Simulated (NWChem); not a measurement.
Species: CH4N2O2Si; SMILES N#CO[Si@@H](N)O

```xyz
10

N     -0.5813    -2.7616    -0.1193
C      0.0551    -1.8079     0.0807
O      0.7316    -0.7497     0.2927
Si    -0.0089     0.8289     0.3853
N      0.9644     1.9993    -0.3357
O     -1.4149     0.6675    -0.4458
H     -0.1187     1.0891     1.8356
H      1.0736     2.0931    -1.3382
H      1.6130     2.5668     0.1940
H     -1.8676    -0.1842    -0.4467
```
Atoms are numbered in this order, from 1.

Results from NWChem. Pople sets run with spherical d functions. The geometry was optimised at PBE0/def2-SVP. GIAO values for the isolated, static molecule; σ is the absolute isotropic shielding, δ = σ(reference) − σ with the isolated reference molecule computed at the same levels (13C: tetramethylsilane, 1H: tetramethylsilane, 15N: ammonia, 17O: water).

| level | δ C2 (ppm) | δ O3 (ppm) | δ N5 (ppm) | δ H7 (ppm) | δ H8 (ppm) | δ H9 (ppm) | δ H10 (ppm) |
|---|---|---|---|---|---|---|---|
| KT2/pcSseg-1 | 105.4 | 99.4 | 35.8 | 4.88 | 1.48 | 1.42 | 3.05 |
| PBE0/pcSseg-1 | 115.5 | 91.2 | 33.4 | 4.66 | 1.47 | 1.42 | 3.04 |
| B3LYP/6-311G** | (withheld) | (withheld) | (withheld) | (withheld) | (withheld) | (withheld) | (withheld) |
| B3LYP/6-31G* | 95.8 | 68.2 | 21.6 | 5.01 | 0.91 | 0.85 | 2.73 |

Task: Some entries are withheld; supply them.

Result: 
- B3LYP/6-311G**, δ C2 (ppm): 112.6
- B3LYP/6-311G**, δ O3 (ppm): 94.7
- B3LYP/6-311G**, δ N5 (ppm): 34.7
- B3LYP/6-311G**, δ H7 (ppm): 4.77
- B3LYP/6-311G**, δ H8 (ppm): 1.30
- B3LYP/6-311G**, δ H9 (ppm): 1.18
- B3LYP/6-311G**, δ H10 (ppm): 2.77
